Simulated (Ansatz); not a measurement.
Ansatz (an electronic-structure program) input (CCSD(T)/def2-SVPD):

Ansatz 0.2 input:
```yaml
crystal:
  periodic: [false, false, false]
  atoms:
    - {symbol: Rb, position_ang: [-0.00000000, -0.00000000, -0.47935972]}
    - {symbol: F, position_ang: [0.00000000, 0.00000000, 1.97070106]}
basis:
  gaussian:
    orbitals: def2-SVPD
total_charge: -1
magnetization: {spin_polarized: true, initial_magnetization: 1}
correlation: {method: ccsd_t, electrons: outside_noble_gas}
```

End of the output:

```
integrals: 0.03 GiB planned
478 factors; integrals over basis functions are off by at most 6.3e-4 eV
mean field: 0.09 GiB planned
mean field evaluation 1: about -3348.4262 eV, gradient 2.9e1 eV
mean field evaluation 2: about -3348.4251 eV, gradient 2.9e1 eV
mean field evaluation 4: about -3352.6487 eV, gradient 4.1e0 eV
mean field evaluation 8: about -3352.8468 eV, gradient 2.5e-1 eV
mean field evaluation 16: about -3350.5984 eV, gradient 2.6e1 eV
mean field evaluation 32: about -3352.3419 eV, gradient 7.5e-1 eV
mean field evaluation 64: about -3352.8369 eV, gradient 7.8e-1 eV
mean field evaluation 96: about -3352.1760 eV, gradient 3.9e-1 eV
mean field evaluation 128: about -3348.7589 eV, gradient 3.7e-1 eV
mean field evaluation 160: about -3348.6817 eV, gradient 5.8e-2 eV
mean field evaluation 192: about -3351.2465 eV, gradient 6.4e-2 eV
mean field evaluation 224: about -3347.6549 eV, gradient 1.4e-2 eV
mean field evaluation 256: about -3347.5949 eV, gradient 6.1e-2 eV
mean field evaluation 288: about -3347.5448 eV, gradient 3.8e-2 eV
mean field evaluation 320: about -3347.0870 eV, gradient 5.5e0 eV
mean field evaluation 352: about -3347.5780 eV, gradient 2.2e-1 eV
mean field evaluation 384: about -3347.5713 eV, gradient 1.7e-1 eV
mean field evaluation 416: about -3347.2496 eV, gradient 5.2e0 eV
mean field evaluation 448: about -3347.0529 eV, gradient 5.8e0 eV
mean field evaluation 480: about -3352.0433 eV, gradient 4.1e0 eV
mean field -3352.84791322 eV, -123.2148881690 hartree, gradient 2.5e-6 eV, S^2 0.750052; 13 other end points of the search recorded, 0 dependent functions left out
determinant -3352.84791322 eV, -123.2148881690 hartree, with singles and doubles -3358.85074071 eV, -123.4354880103 hartree
determinant -3352.39732348 eV, -123.1983293013 hartree, with singles and doubles -3358.39590470 eV, -123.4187730951 hartree
determinant -3352.18487885 eV, -123.1905221051 hartree, with singles and doubles -3358.19500321 eV, -123.4113901015 hartree
determinant -3351.57510064 eV, -123.1681131692 hartree, with singles and doubles -3357.57738062 eV, -123.3886928901 hartree
determinant -3351.24725755 eV, -123.1560651578 hartree, with singles and doubles -3357.25834734 eV, -123.3769686332 hartree
determinant -3352.84791322 eV, -123.2148881690 hartree, with singles and doubles -3358.85669162 eV, -123.4357067021 hartree
determinant -3352.39732348 eV, -123.1983293013 hartree, with singles and doubles -3358.40016706 eV, -123.4189297341 hartree
5 core orbitals not correlated, not the lowest: weight in the atoms' cores, before any rotation towards them, 0.976 or more for the frozen orbitals, at most 0.013 for the correlated occupied ones
reference -3352.84791322 eV, -123.2148881690 hartree; 5, 4 occupied and 40, 41 virtual orbitals, 478 factors
second order -6.05026905 eV of doubles, -0.00000000 eV of singles
coupled cluster: 0.12 GiB planned
cycle   1  -6.00877739 eV  change    1.0e-6 eV  update   3.8e-6
perturbative correction -0.13298174 eV, -0.0048869887 hartree
Total energy: -3358.98967235 eV, -123.4405936540 hartree
```
